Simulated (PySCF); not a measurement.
## Cost of response and excited-state runs on SMILES BP(B)[SiH3], B2H7PSi

Atoms are numbered as in `[BH2:1][P:2]([BH2:3])[SiH3:4]`; H(Xn) means a hydrogen on atom n.

PySCF with density fitting, on 1 thread of an Arm Neoverse V2, shared host. Command: `OMP_NUM_THREADS=1 python excited_run.py task.json out`

(1) How long does each of these runs take, and how much memory?
- excited states, CAM-B3LYP/6-31+G*; two-photon moments; 6 states; quadratic response for 5 states; 0 triplets; IEF-PCM water; core not frozen
- excited states, CAM-B3LYP/6-311+G(2d,p); two-photon moments; 6 states; quadratic response for 5 states; 0 triplets; fitting basis def2-universal-jkfit
- excited states, CAM-B3LYP/STO-3G; two-photon moments; 6 states; quadratic response for 5 states; 0 triplets
- excited states, CAM-B3LYP/aug-cc-pVDZ; two-photon moments; 6 states; quadratic response for 5 states; 0 triplets
- excited states, CAM-B3LYP/aug-pcseg-0; two-photon moments; 6 states; quadratic response for 5 states; 0 triplets
- excited states, CAM-B3LYP/def2-TZVPD; two-photon moments; 10 states; quadratic response for 5 states; 0 triplets

Answers

(1) 
```csv
run,level,basis functions,wall time,peak memory (GiB)
excited states,CAM-B3LYP/6-31+G*,94,11 s,0.52
excited states,"CAM-B3LYP/6-311+G(2d,p)",166,14 s,0.75
excited states,CAM-B3LYP/STO-3G,35,2.6 s,0.49
excited states,CAM-B3LYP/aug-cc-pVDZ,163,14 s,0.8
excited states,CAM-B3LYP/aug-pcseg-0,81,5.6 s,0.46
excited states,CAM-B3LYP/def2-TZVPD,223,26 s,0.88
```
Times from a shared host are rough.
